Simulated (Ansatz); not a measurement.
`CC[Si]Br` + `O[SiH3]` → `CC[Si]O[SiH3]` + HBr at 700 K and 1 bar (ligand exchange at the Si–Br bond).

Computed with Ansatz on PBE0-D4/def2-TZVP structures; ΔE is electronic, products minus reactants. CBS: MP2 limit from def2 TZ/QZ plus the TZ coupled-cluster correction, frozen cores. For Br outer-core shells are correlated without core-valence functions, which leaves a few kJ/mol of doubt a bond. Scalar relativity is left out up to krypton. One conformer a species, not always the lowest.

| species | CCSD(T)/CBS energy (Eh) | H − E (kJ/mol) | S (J/(mol·K)) |
| --- | --- | --- | --- |
| `CC[Si]Br` | -2941.51653 | 236.5 | 439.7 |
| `O[SiH3]` | -366.69042 | 144.6 | 321.6 |
| `CC[Si]O[SiH3]` | -734.29002 | 340.3 | 521.4 |
| HBr | -2573.91920 | 36.5 | 223.7 |

H − E and S are ideal-gas, rigid-rotor, harmonic terms from PBE0-D4/def2-TZVP, for one conformer and one mirror image of each species. 1 Eh = 2625.50 kJ/mol, R = 8.31446 J/(mol·K).

By hand: ΔE, ΔH, ΔS and ΔG.

ΔE = (-734.29002) + (-2573.91920) − (-2941.51653) − (-366.69042) = -0.00227 Eh = -6.0 kJ/mol. Δ(H − E) = 340.3 + 36.5 − 236.5 − 144.6 = -4.3, so ΔH = -10.3 kJ/mol. ΔS = 521.4 + 223.7 − 439.7 − 321.6 = -16.2 J/(mol·K). ΔG = -10.3 − 700 × (-16.2)/1000 = 1.0 kJ/mol.

By hand: the equilibrium constant, and the temperature at which ΔG would vanish if ΔH and ΔS stayed fixed.

log₁₀ K = −ΔG/(RT ln 10) = -0.1. ΔG = 0 at ΔH/ΔS = 636 K, though so small a ΔS makes that figure unsure.

TΔS isn't small against ΔH here. The sign of ΔG lies within the doubt. A doubt of 5 kJ/mol in ΔE shifts log₁₀ K by 0.4 here. Other conformers and mirror images would add mixing entropy, several J/(mol·K) or more a flexible species. Modes under 60 cm⁻¹, often nearly free rotors, make the harmonic entropy too high. These are equilibria of isolated gas molecules and say nothing of rates. Largest T1 diagnostic: 0.013 (customary marks: 0.02 for closed shells, 0.045 for open ones).
